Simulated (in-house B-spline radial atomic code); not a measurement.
A fraction x of an electron is removed from 5p in Pm+, starting from [Xe] 4f5 6s1 and keeping the highest spin. All numbers are computed (scalar-relativistic (X2C) BHandHLYP, spin-polarised, spherical fractional occupations; Fermi nucleus of rms radius 4.962 fm) with a radial B-spline atomic code at the basis-set limit, not measured.

Caution: exact exchange at fractional occupations of open shells leaves self-interaction of up to several eV.

```csv
x,E(x) - E(0) (eV),5p down level (eV)
0,0.0000,-30.850
0.06,1.8655,-31.334
0.13,4.0788,-31.904
0.26,?,?
0.5,16.4516,-34.997
0.55,18.2121,-35.425
0.68,?,?
0.86,29.6095,-38.119
0.92,31.9125,-38.649
1,35.0329,-39.360
```

Question: What belongs in the row x = 0.26?

Answer: An energy change of 8.2959 eV; 5p down at -32.976 eV.

Question: What belongs in the row x = 0.68?

Answer: An energy change of 22.8900 eV; 5p down at -36.545 eV.

Question: Check Janak's theorem between x = 0.06 and 0.13.

Answer: The slope of the energy is 31.62 eV; the orbital levels give 31.62 eV (-ε of the emptying orbital, averaged over the two points).
